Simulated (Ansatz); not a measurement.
Isolated molecules relaxed with PBE0-D4/def2-TZVP in Ansatz; ΔE leaves out vibrations. CCSD(T)/CBS adds triple-zeta CCSD(T) − MP2 to the extrapolated MP2 energy (def2 sets, frozen cores). This one scheme is used for every species. Functionals use def2-TZVPP. B3LYP here is the variant with VWN-RPA as its local correlation; programs differ in this. Elements past krypton have def2 core potentials. For I, Sn outer-core shells are correlated without core-valence functions, which leaves a few kJ/mol of doubt a bond. One conformer a species, not always the lowest.

Consider the ligand exchange at the Sn–C bond: `C[CH2][SnH2][F]` + HI → `[F][SnH2][I]` + `CC`.

CCSD(T)/CBS gives -130.4 kJ/mol.

(1) Another level gave -140.0 kJ/mol. Which?
A. B3LYP-D4/def2-TZVPP
B. RPA@PBE/def2-TZVPP
C. BLYP-D4/def2-TZVPP
D. BHLYP/def2-TZVPP

Largest T1 diagnostic among the species: 0.012.

Results:

(1) D. BHLYP -140.0, B3LYP-D4 -131.9, RPA@PBE/def2-TZVPP -110.6, BLYP-D4 -127.5 kJ/mol.

Leaving LDA and LC-ωPBE aside and taking each functional with its dispersion term where it has one, the values, not all of them listed here, spread over 14.0 kJ/mol, from BHLYP-D4 to revPBE-D4. LDA lies +8.9 kJ/mol from PBE without D4. In def2-TZVPP, CCSD(T) changes the Hartree–Fock value by +31.0 kJ/mol (the triples alone add +2.1 kJ/mol) and MP2 by +25.0 kJ/mol.
